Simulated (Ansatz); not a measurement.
```yaml
crystal:
  periodic: [false, false, false]
  atoms:
    - {symbol: C, position_ang: [0.257893, -2.545849, -0.394048]}
    - {symbol: C, position_ang: [-0.539056, -1.572517, -1.244761]}
    - {symbol: C, position_ang: [0.009166, -1.516282, -2.669899]}
    - {symbol: C, position_ang: [-0.619755, -0.188589, -0.674355]}
    - {symbol: C, position_ang: [-0.049871, 0.254757, 0.438957]}
    - {symbol: C, position_ang: [-0.148058, 1.656025, 0.955480]}
    - {symbol: C, position_ang: [-0.814443, 1.679414, 2.328077]}
    - {symbol: C, position_ang: [1.231717, 2.305284, 1.015300]}
    - {symbol: H, position_ang: [-0.153303, -2.631353, 0.614406]}
    - {symbol: H, position_ang: [0.251413, -3.540632, -0.845490]}
    - {symbol: H, position_ang: [1.300998, -2.227565, -0.307562]}
    - {symbol: H, position_ang: [-1.570243, -1.949507, -1.311393]}
    - {symbol: H, position_ang: [-0.012533, -2.504068, -3.137419]}
    - {symbol: H, position_ang: [-0.573706, -0.834505, -3.294356]}
    - {symbol: H, position_ang: [1.044508, -1.163685, -2.667172]}
    - {symbol: H, position_ang: [-1.204775, 0.516614, -1.266307]}
    - {symbol: H, position_ang: [0.542931, -0.425754, 1.049705]}
    - {symbol: H, position_ang: [-0.770408, 2.230405, 0.258822]}
    - {symbol: H, position_ang: [-0.231184, 1.099543, 3.050339]}
    - {symbol: H, position_ang: [-1.817868, 1.250318, 2.287613]}
    - {symbol: H, position_ang: [-0.892545, 2.701473, 2.708548]}
    - {symbol: H, position_ang: [1.892543, 1.746823, 1.685792]}
    - {symbol: H, position_ang: [1.166819, 3.330123, 1.390805]}
    - {symbol: H, position_ang: [1.699773, 2.329550, 0.028918]}
basis:
  gaussian: {orbitals: aug-pcseg-2, fitting: {mean_field: def2-universal-jkfit}}
hamiltonian: {xc: {name: RPBE}, dispersion: d4}
accuracy: high
```

```sh
$ ansatz run in.yaml --threads 5 --pin off --events-out ev --progress --plain --max-ram 66560MiB --backend cuda --devices 0, --max-vram 37GiB
```

It prints (some lines left out):

```
Functional definition: RPBE
  name "RPBE"
  cite "Hammer, Hansen & Nørskov, Phys. Rev. B 59, 7413 (1999) doi:10.1103/PhysRevB.59.7413"
  cite "Perdew, Burke & Ernzerhof, Phys. Rev. Lett. 77, 3865 (1996) doi:10.1103/PhysRevLett.77.3865"
  parameter kappa = 0.804
  parameter beta = 0.06672455060314922
  exchange = rpbe_x(kappa = kappa, mu = beta*pi^2/3)
  correlation = pbe_c(beta = beta)
888 factors; integrals over basis functions are off by at most 1.0e0 eV
mean field evaluation 1: about -8527.9474 eV, gradient 1.1e2 eV
mean field evaluation 2: about -8369.7064 eV, gradient 2.5e2 eV
mean field evaluation 4: about -8559.4125 eV, gradient 2.5e1 eV
mean field evaluation 8: about -8560.8898 eV, gradient 3.1e-1 eV
mean field evaluation 16: about -8560.8859 eV, gradient 1.9e-4 eV
mean field -8560.88585117 eV, -314.6067522538 hartree, gradient 7.6e-8 eV, S^2 0.000000; 0 other end points of the search recorded, 2 dependent functions left out
reference -8560.88586271 eV, -314.6067526776 hartree; 32, 32 occupied and 702, 702 virtual orbitals, 888 factors
Total energy: -8562.86494908 eV, -314.6794827604 hartree
```

Hardware: 5 threads of an AMD EPYC 7R13 on a shared host and a share of an NVIDIA H100 80 GB. Wall time 14 s, peak host memory 1.1 GiB.
